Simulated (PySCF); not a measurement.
PySCF job for B(OH)2(SH) (BH3O2S), SMILES OB(O)S, IEF-PCM-B3LYP/def2-SVP. Coordinates come from a B3LYP-D3(BJ)/def2-SVP optimisation. One conformer was computed; it need not be the lowest.

```python
import numpy as np
from pyscf import gto, scf, dft
from pyscf.solvent import pcm

mol = gto.M(
    atom='''
    B    -0.00153210    0.45226861   -0.00000000
    O    -1.19492319    1.11304162   -0.00000000
    H    -1.13925468    2.07559917    0.00000001
    O     1.23178220    1.04043408   -0.00000000
    H     1.22955749    2.00539801   -0.00000000
    S    -0.10094161   -1.37556303    0.00000000
    H     1.23755139   -1.56113731    0.00000000
    ''',
    basis='def2-SVP',
    charge=0,
    spin=0,
    max_memory=1600,
    verbose=3,
)
mf = dft.RKS(mol, xc='b3lyp').density_fit(auxbasis='def2-universal-jkfit')
mf.grids.level = 3
mf.conv_tol = 1e-9
mf.max_cycle = 100
mf.kernel()
res = {}
for name, eps in {'water': 78.355, 'chlorobenzene': 5.6968, 'N,N-dimethylformamide': 37.219}.items():
    s = mf.PCM()
    s.with_solvent.method, s.with_solvent.eps, s.with_solvent.lebedev_order = 'IEF-PCM', eps, 29
    s.kernel(mf.make_rdm1())
    res[name] = (s.e_tot, eps, s.dip_moment(), s.mo_energy, s.converged)
    print(f'{name}: electrostatic solvation free energy {(s.e_tot - mf.e_tot) * 627.509474:.3f} kcal/mol')
```

Output:

```
converged SCF energy = -575.189456113732

WARN: PCM is an experimental feature. It is still in testing.
Features and APIs may be changed in the future.

converged SCF energy = -575.205092800341
Dipole moment(X, Y, Z, Debye):  1.28054,  4.35293,  0.00000
water: electrostatic solvation free energy -9.812 kcal/mol

WARN: PCM is an experimental feature. It is still in testing.
Features and APIs may be changed in the future.

converged SCF energy = -575.201013243396
Dipole moment(X, Y, Z, Debye):  1.19935,  4.13637,  0.00000
chlorobenzene: electrostatic solvation free energy -7.252 kcal/mol

WARN: PCM is an experimental feature. It is still in testing.
Features and APIs may be changed in the future.

converged SCF energy = -575.204697010246
Dipole moment(X, Y, Z, Debye):  1.27254,  4.33217,  0.00000
N,N-dimethylformamide: electrostatic solvation free energy -9.564 kcal/mol
```

The run converged.

Cost: around 50 core-seconds (rough).
